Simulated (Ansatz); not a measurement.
One change: `O[SiH2]C([SiH3])Cl` becomes `O[SiH2]C(F)Cl`.

Ansatz, PBE0-D4/def2-TZVP geometries, multiplicity 1. Each molecule was computed in one conformer, which needn't be the lowest.

| property | `O[SiH2]C([SiH3])Cl` |
| --- | --- |
| LUMO energy (B3LYP/def2-TZVPP) / eV | -0.65 |
| HOMO energy (PBE/def2-TZVPP) / eV | -6.77 |
| HOMO–LUMO gap (PBE0/def2-TZVPP) / eV | 7.65 |
| HOMO energy (ωB97M-V/def2-TZVPP) / eV | -10.31 |
| LUMO energy (ωB97M-V/def2-TZVPP) / eV | 1.44 |
| HOMO–LUMO gap (B3LYP/def2-TZVPP) / eV | 7.21 |

Task: What does the change do to each property? (Best estimate.)

Result: The calculation gave: 
```
                             property  `O[SiH2]C(F)Cl`  shift
  LUMO energy (B3LYP/def2-TZVPP) / eV            -0.40   0.25
    HOMO energy (PBE/def2-TZVPP) / eV            -6.87  -0.10
 HOMO–LUMO gap (PBE0/def2-TZVPP) / eV             8.16   0.51
HOMO energy (ωB97M-V/def2-TZVPP) / eV           -10.58  -0.27
LUMO energy (ωB97M-V/def2-TZVPP) / eV             1.60   0.16
HOMO–LUMO gap (B3LYP/def2-TZVPP) / eV             7.70   0.49
```

With PBE0 the HOMO falls by 0.22 eV and the LUMO rises by 0.29 eV, so the gap widens by about 0.51 eV. PBE moves the HOMO by -0.10 eV and ωB97M-V by -0.27 eV.

B3LYP here is the variant with VWN-RPA as its local correlation; programs differ in this.
